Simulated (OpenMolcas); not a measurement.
## Rb I: CASPT2 settings compared

- Program: OpenMolcas
- Basis: ANO-RCC-VDZP [6s5p2d]
- Scalar Hamiltonian: X2C, point nucleus
- Active space: 1 electron in 4 orbitals (5s 5p)
- State averaging: 2S+1 = 2 even, 1 root; 2S+1 = 2 odd, 3 roots
- Spin-orbit coupling: RASSI with atomic mean-field integrals over the reference wave functions, term energies averaged over their components

Methods on the same reference wave functions:
A. CASSCF
B. SS-CASPT2, IPEA 0.35 Eh, sigma1 regulariser 0.5 Eh (closed shells correlated: 4s 4p)
C. SS-CASPT2, IPEA 0 Eh, imaginary shift 0.1 Eh (closed shells correlated: 3d 4s 4p)

Energies in eV above 5s 2S 1/2, the measured ground level; measured values from NIST Handbook of Basic Atomic Spectroscopic Data.

```json
{"Level": "5s 2S 1/2", "A": "0.0000", "B": "0.0000", "C": "0.0000", "Measured": "0.0000"}
{"Level": "5p 2P* 1/2", "A": "1.3314", "B": "1.501", "C": "1.517", "Measured": "1.5596"}
{"Level": "5p 2P* 3/2", "A": "1.3487", "B": "1.518", "C": "1.534", "Measured": "1.5890"}
```

Deviations, from unrounded energies. A percentage is the sum of absolute deviations over the sum of measured energies, with the sign that they share, or ± where signs differ.

```json
{"Against measurement": "mean absolute deviation (cm-1)", "Levels": "2", "A": "1900", "B": "520", "C": "390"}
{"Against measurement": "other configurations (%)", "Levels": "2", "A": "-14.9", "B": "-4.1", "C": "-3.1"}
```

C lies closest to measurement on these levels and A furthest from it. The largest miss of C in the table is 5p 2P* 3/2, by -440 cm-1. The ranking rests on the paired levels alone, and a cruder setting can come out closer through cancelling errors.

Between B and C the level of the table that moves most is 5p 2P* 1/2, by 130 cm-1 (lowest in B, highest in C).

The lowest spin-free term lies below A's lowest term by 0.132 hartree in B, 0.150 hartree in C.

ANO sets are built for ground and valence states and can reach diffuse excited orbitals poorly. With one active electron the reference holds no correlation, so core polarisation is missing (holds for A). With one active electron, CASPT2 adds the correlation within the correlated inactive shells and between them and that electron, and leaves the splitting within a term as the reference gives it (holds for B; C). Computed and measured levels are paired by configuration, term and J; levels that our copy of the source lacks, or whose pairing is in doubt (as where it misses far off the trend of its configuration), stay unpaired and out of the deviations. Levels of configurations outside the active space are missing.

* marks odd parity.
